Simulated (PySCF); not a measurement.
## Unknown compound

The spectra below were simulated for a compound C2H9B2N.

1H NMR (400 MHz, computed): δ 6.88 (br s, 1H), 5.54 (br, 2H), 0.64 (s, 6H).

13C{1H} NMR (computed): δ 7.6 (CH3, 2C).

Averaged over atoms made equivalent by symmetry, fast rotation or ring inversion, single conformer, relativity neglected, no solvent. Shieldings: GIAO PBE0/pcSseg-1; J: B3LYP/pcJ-1 (spin–dipole term only in couplings to heteroatoms); coordinates at the PBE0-D3(BJ)/def2-SVP level; PySCF.

Chemical shifts δ = σref − σ; 1H (σ = 31.27 ppm) and 13C (σ = 184.41 ppm) vs TMS, all at this level.

Task: Propose a structure and justify it.

Result: 
1. 1 carbon signal for 2 carbons: some carbons are equivalent by symmetry or fast rotation.
2. Carbon types of the structure: 2 × CH3, leaving 3 H on heteroatoms.
3. δC 7.6: methyl carbon bonded to B.
4. δH 6.88: hydrogen on a nitrogen bonded to 2 B; labile proton, position sensitive to the medium.
5. δH 5.54: hydrogen on a boron bonded to N.
6. δH 0.64: hydrogen on a methyl carbon bonded to B.

The compound is `BNB(C)C`.

The data come from this structure; uniqueness wasn't tested.

Exchangeable OH/NH protons stand at their gas-phase positions; hydrogen bonding in a real sample shifts them, mostly to higher δ. Hydrogens on boron are broadened and split by 11B (spin 3/2, 80 %) and 10B (spin 3). A carbon bonded to boron is broadened by the quadrupolar boron nucleus and is often missing from a measured spectrum. Shifts are as computed. Against solution values, carbons near 30 ppm lie about +2 ppm off and those near 130 ppm about +5 ppm. Of 1309 compounds with measured shifts, 239 miss one by over three times the rms of a fit or turn the order of signals round; such compounds aren't used in these exercises. Couplings to exchangeable protons are dropped.
